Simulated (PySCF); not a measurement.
Nonlinear optical response: `C[S@](=O)c1cocc1C=O`, C6H6O3S

Molfile (atoms numbered from 1):
```
C6H6O3S
     RDKit          3D

 16 16  0  0  0  0  0  0  0  0999 V2000
    2.1442    0.7844    0.0692 C   0  0  0  0  0  0  0  0  0  0  0  0
    1.0384    0.3836    1.4954 S   0  0  0  0  0  4  0  0  0  0  0  0
    1.7143   -0.6768    2.2405 O   0  0  0  0  0  0  0  0  0  0  0  0
   -0.1740   -0.4829    0.4682 C   0  0  0  0  0  0  0  0  0  0  0  0
   -0.3824   -1.8236    0.3864 C   0  0  0  0  0  0  0  0  0  0  0  0
   -1.4269   -2.0935   -0.4218 O   0  0  0  0  0  0  0  0  0  0  0  0
   -1.9126   -0.9337   -0.8573 C   0  0  0  0  0  0  0  0  0  0  0  0
   -1.1893    0.1181   -0.3445 C   0  0  0  0  0  0  0  0  0  0  0  0
   -1.3704    1.5417   -0.5520 C   0  0  0  0  0  0  0  0  0  0  0  0
   -0.6338    2.3896   -0.1128 O   0  0  0  0  0  0  0  0  0  0  0  0
    1.6282    1.4977   -0.5614 H   0  0  0  0  0  0  0  0  0  0  0  0
    2.3934   -0.1235   -0.4683 H   0  0  0  0  0  0  0  0  0  0  0  0
    3.0433    1.2310    0.4811 H   0  0  0  0  0  0  0  0  0  0  0  0
    0.1316   -2.6427    0.8476 H   0  0  0  0  0  0  0  0  0  0  0  0
   -2.7562   -0.9613   -1.5195 H   0  0  0  0  0  0  0  0  0  0  0  0
   -2.2557    1.8009   -1.1623 H   0  0  0  0  0  0  0  0  0  0  0  0
  2  1  1  6
  2  3  2  0
  2  4  1  0
  4  5  2  0
  5  6  1  0
  6  7  1  0
  7  8  2  0
  8  9  1  0
  9 10  2  0
  8  4  1  0
  1 11  1  0
  1 12  1  0
  1 13  1  0
  5 14  1  0
  7 15  1  0
  9 16  1  0
M  END
```

Computed, not measured: quadratic response B3LYP/def2-SVPD first hyperpolarisability, Taylor convention, gas phase (PySCF). Geometry: GFN2-xTB.

Problem. What is the first hyperpolarisability, and how does it disperse?

Solution. In au, Taylor convention; the vector part is βᵢ = ⅓ Σⱼ (βᵢⱼⱼ + βⱼᵢⱼ + βⱼⱼᵢ); β∥ is 3/5 of the vector part along the dipole, the dipole points from − to +:
```tsv
process	λ (nm)	β vector norm	β∥	β HRS	depolarisation ratio
static β(0;0,0)	∞	341.0	-105.5	136.0	5.73
second harmonic β(−2ω;ω,ω)	1907	369.2	-115.6	147.3	5.87
Pockels β(−ω;ω,0)	1907	349.8	-108.6	–	–
second harmonic β(−2ω;ω,ω)	1340	404.5	-129.0	161.4	6.05
Pockels β(−ω;ω,0)	1340	359.5	-112.0	–	–
```

Problem. Which lowest excitations, dipole and polarisabilities go with it?

Solution. S1 3.56 eV (f = 0.006); S2 4.05 eV (f = 0.002); S3 4.81 eV (f = 0.026); dipole 4.58 D; isotropic α 99.7 au static, 100.1 au at 1907 nm, 100.5 au at 1340 nm, 101.2 au at 953.5 nm, 102.9 au at 670 nm.
